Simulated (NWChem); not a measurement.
CH$_{4}$AlClFN; SMILES C[NH][Al]([Cl])[F]

```xyz
9

Al    -0.2435     0.1136     0.0000
Cl     0.4974     2.0651     0.0000
F     -1.8851    -0.1245     0.0000
N      0.8414    -1.2664     0.0000
C      0.5018    -2.6730     0.0000
H      1.8435    -1.1041     0.0000
H      0.8873    -3.2014     0.8907
H      0.8873    -3.2014    -0.8907
H     -0.5913    -2.8001     0.0000
```
Atoms are numbered in this order, from 1.

Level: PBE0/def2-SVP (NWChem), optimised geometry, unscaled harmonic frequencies. 

| frequency (cm⁻¹) | IR intensity (km/mol) |
|---|---|
| 102 | 1.4 |
| 108 | 0.6 |
| 162 | 0.2 |
| 186 | 20.5 |
| 257 | 56.0 |
| 306 | 8.4 |
| 517 | 63.6 |
| 537 | 98.4 |
| 757 | 96.5 |
| 911 | 129.4 |
| 1082 | 24.4 |
| 1140 | 0.0 |
| 1181 | 116.7 |
| 1392 | 60.7 |
| 1452 | 21.2 |
| 1469 | 3.3 |
| 1496 | 7.5 |
| 3018 | 84.7 |
| 3085 | 34.2 |
| 3142 | 13.6 |
| 3625 | 26.3 |

```yaml
zero_point_energy: 37.0 kcal/mol
thermal correction to the enthalpy at 298.15 K (with zero-point energy): 42.0 kcal/mol
heat capacity Cv: 21.7 cal/(mol K)
entropy at 298.15 K and 1 atm (symmetry number 1): 84.0 cal/(mol K)
dipole_moment: 2.59 D
```

Rigid rotor and harmonic oscillator.
